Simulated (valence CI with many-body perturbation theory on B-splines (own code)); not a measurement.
## Forbidden lines of Re II

Computed by relativistic CI+MBPT: six valence electrons over a frozen Dirac-Fock core [Xe] 4f14, a basis of 7 s, 7 p, 8 d, 6 f, 4 g, 1 h functions for each j, with the one-electron correlation potential Σ1 (screened to all orders), the two-electron term Σ2, the three-electron term Σ3, Breit, model QED; selected single and double excitations, second order for the rest, scaled by the run's own slope (own B-spline code, finite nucleus).

Against 7 measured levels this calculation errs by 461 cm⁻¹ on average and by 605 at most. These come from a selection out of the NIST Handbook of Basic Atomic Spectroscopic Data. Levels without a partner in it may be off by more, other configurations by 1,000 to 4,000 cm⁻¹. Among the levels kept, up to 2300 cm⁻¹ of a level comes from second order outside the variational space, and about a tenth of that is noise between levels of different J, which matters for small intervals. Only levels of the ground parity were solved; by the run's estimate the other parity begins above the list, which can be wrong where configurations are misplaced. 1 measured level below the end of the list, from 13777 cm⁻¹ on, found no clear computed partner.

Lines 1 to 50 of 94 in falling wavelength, among levels below 27918 cm⁻¹, chosen from the decays that carry over 1 % of a level's rate. Wavelengths and rates use the calculated energies, so an error of 500 cm⁻¹ moves a line at 16950 Å by 8.5 % and its rate by three times that or more. Electric multipoles are in the length gauge, E1 and E2 with the static RPA response of the core. S is in atomic units (e²a₀⁴ for E2 and M2, e²a₀⁶ for E3), for M1 in squared Bohr magnetons. Weak lines are less certain than strong ones. Lines between different terms over intervals too small for the method are left out, as are lines whose strength nearly cancels and 3 of this kind that miss the measured wavelength by over 7 %. Where a level lies close to another of its J and parity, the split of strength between their lines is uncertain. The highest levels of a list are the least certain.

Names give the largest LS component (configuration and term), which can be under half, so a name can repeat, a term be missing and a line seem to break the LS rules; names also repeat where a configuration has a term twice. Letters in brackets count levels of one name in rising energy.

```
λ vac (Å)  λ from measured levels            Upper            Lower  Type   A (s⁻¹)  S (a.u.)
1.935e+05               1.949e+05       5d⁵6s ⁵G_5       5d⁵6s ⁵G_4    M1  7.15e-03  2.11e+01
1.142e+05                               5d⁵6s ³G_4       5d⁵6s ³G_3    M1  7.20e-03  3.58e+00
1.105e+05                              5d⁴6s² ⁵D_1  5d⁴6s² ⁵D_0 [a]    M1  3.24e-02  4.86e+00
    78800                   75560       5d⁵6s ⁵G_4   5d⁵6s ⁵G_3 [a]    M1  8.70e-02  1.42e+01
    48410                               5d⁵6s ⁵S_2       5d⁵6s ⁵D_3    M1  8.96e-02  1.88e+00
    47610                                 5d⁶ ⁵D_2         5d⁶ ⁵D_3    M1  1.06e-01  2.11e+00
    39820                           5d⁵6s ⁵G_3 [b]   5d⁵6s ⁵G_3 [a]    M1  2.14e-01  3.51e+00
    38150                               5d⁵6s ⁵S_2       5d⁵6s ⁵D_2    M1  3.70e-02  3.81e-01
    35270                           5d⁵6s ⁵G_3 [b]       5d⁵6s ⁵G_2    M1  2.39e-01  2.71e+00
    30450                               5d⁵6s ³D_2   5d⁵6s ⁵G_3 [a]    M1  2.87e-02  1.50e-01
    28630                               5d⁵6s ³G_3   5d⁵6s ⁵G_3 [b]    M1  4.25e-01  2.59e+00
    27710                               5d⁵6s ³D_2       5d⁵6s ⁵G_2    M1  7.48e-01  2.95e+00
    24100                               5d⁵6s ⁵G_2       5d⁵6s ⁵D_3    M1  3.61e-02  9.36e-02
    23800                                 5d⁶ ⁵D_3       5d⁵6s ⁵G_4    M1  1.26e-01  4.41e-01
    23320                                 5d⁶ ⁵D_2       5d⁵6s ³D_2    M1  1.05e-01  2.46e-01
    22910                               5d⁵6s ⁵G_2      5d⁴6s² ⁵D_1    M1  3.44e-02  7.66e-02
    22890                               5d⁵6s ³G_4   5d⁵6s ⁵G_3 [b]    M1  1.23e-01  4.94e-01
    22710                               5d⁵6s ³D_1       5d⁵6s ⁵G_2    M1  2.49e-01  3.25e-01
    22350                           5d⁵6s ⁵G_3 [a]       5d⁵6s ⁵D_3    M1  1.23e-01  3.57e-01
    21250                               5d⁵6s ⁵G_2       5d⁵6s ⁵D_2    M1  5.85e-01  1.04e+00
    20950                                 5d⁶ ³F_4   5d⁵6s ⁵G_3 [a]    M1  1.29e-01  3.96e-01
    19760                                 5d⁶ ⁵D_2   5d⁵6s ⁵G_3 [b]    M1  5.92e-02  8.47e-02
    19630                               5d⁵6s ³G_4       5d⁵6s ⁵G_5    M1  3.68e-02  9.28e-02
    19620                               5d⁵6s ⁵P_1       5d⁵6s ⁵G_2    M1  5.43e-02  4.56e-02
    19610                               5d⁵6s ³G_5       5d⁵6s ⁵G_6    M1  9.63e-02  2.96e-01
    17820                               5d⁵6s ³G_4       5d⁵6s ⁵G_4    M1  6.40e-02  1.21e-01
    17570                               5d⁵6s ³D_2       5d⁵6s ⁵S_2    M1  4.55e-01  4.57e-01
    17410                               5d⁵6s ⁵G_4       5d⁵6s ⁵D_3    M1  2.14e-01  3.77e-01
    16950                   17920       5d⁵6s ⁵G_4         5d⁶ ⁵D_4    M1  2.31e-02  3.75e-02
    16650                               5d⁵6s ³G_3   5d⁵6s ⁵G_3 [a]    M1  6.28e-01  7.53e-01
    15980                   16950       5d⁵6s ⁵G_6         5d⁶ ⁵D_4    E2  1.56e-03  1.88e+01
    15800                               5d⁵6s ³G_3       5d⁵6s ⁵G_2    M1  7.11e-02  7.27e-02
    15650                          5d⁴6s² ⁵D_0 [b]       5d⁵6s ⁵G_2    E2  1.22e-02  1.02e+01
    15590                   16410       5d⁵6s ⁵G_5         5d⁶ ⁵D_4    M1  6.11e-02  9.44e-02
    15420                               5d⁵6s ³D_1       5d⁵6s ⁵S_2    M1  1.18e+00  4.80e-01
    14530                               5d⁵6s ³G_4   5d⁵6s ⁵G_3 [a]    M1  1.71e-02  1.75e-02
    14320                           5d⁵6s ⁵G_3 [b]       5d⁵6s ⁵D_3    M1  2.99e-01  2.28e-01
    14000                           5d⁵6s ⁵G_3 [b]         5d⁶ ⁵D_4    M1  7.27e-01  5.18e-01
    12890                               5d⁵6s ³D_2       5d⁵6s ⁵D_3    M1  1.64e-01  6.49e-02
    12660                                 5d⁶ ⁵D_2       5d⁵6s ⁵G_2    M1  6.25e-01  2.35e-01
    12540                               5d⁵6s ³D_2      5d⁴6s² ⁵D_1    M1  2.16e-01  7.88e-02
    12140                              5d⁴6s² ³P_0      5d⁴6s² ⁵D_1    M1  9.37e+00  6.21e-01
    12030                               5d⁵6s ³D_2       5d⁵6s ⁵D_2    M1  3.68e-01  1.19e-01
    11890                               5d⁵6s ³G_3       5d⁵6s ⁵S_2    M1  1.95e-01  8.51e-02
    11800                          5d⁴6s² ⁵D_0 [b]       5d⁵6s ⁵S_2    E2  5.77e-02  1.18e+01
    11080                               5d⁵6s ⁵P_2      5d⁴6s² ⁵D_1    M1  2.84e-01  7.17e-02
    10980                               5d⁵6s ³D_1       5d⁵6s ⁵D_2    M1  1.29e+00  1.89e-01
    10820                               5d⁵6s ⁵P_1       5d⁵6s ⁵D_3    E2  5.15e-02  2.04e+01
    10810                                 5d⁶ ³F_4       5d⁵6s ⁵D_3    M1  8.03e-01  3.39e-01
    10770                               5d⁵6s ³G_4       5d⁵6s ⁵S_2    E2  7.84e-03  9.11e+00
```
